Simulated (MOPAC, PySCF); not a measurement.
H$_{3}$NSi, SMILES `N=[SiH2]`, neutral singlet in the gas phase. 

Cartesian coordinates (Å):
```xyz
5

N      1.0822    -0.4998    -0.0560
Si    -0.4382    -0.0084     0.0039
H      1.8401     0.1723    -0.0044
H     -0.9888     1.3713     0.1323
H     -1.4953    -1.0353    -0.0758
```
Charge 0, spin multiplicity 1.

All levels are single points at this geometry (r2SCAN-D4/def2-TZVP); Pople sets use spherical d functions. Orbital energies aren't observables, and empty levels follow the basis.

```
level                         HOMO (eV)  LUMO (eV)  gap (eV)  dipole (D)  vertical IE, Delta-SCF (eV)
----------------------------  ---------  ---------  --------  ----------  ---------------------------
r2SCAN-D4/def2-TZVP in PySCF      -6.55      -2.35      4.20        2.33                         9.83
B3LYP/6-311+G** in PySCF          -7.43      -1.96      5.47        2.66                            –
B3LYP/LANL2DZ in PySCF            -7.07      -1.82      5.25        2.69                            –
M06-2X/6-31G* in PySCF            -8.76      -0.42      8.35        2.47                            –
SVWN5/6-31G* in PySCF             -6.09      -2.37      3.71        2.11                        10.02
HF/3-21G in PySCF                -10.11       2.25     12.37        2.66                            –
HF/6-31G* in PySCF               -10.11       1.98     12.10        2.94                         8.17
HF/STO-3G in PySCF                -6.99       7.32     14.31        2.40                            –
PM7 in MOPAC                     -10.62      -1.11      9.51        2.65                            –
```
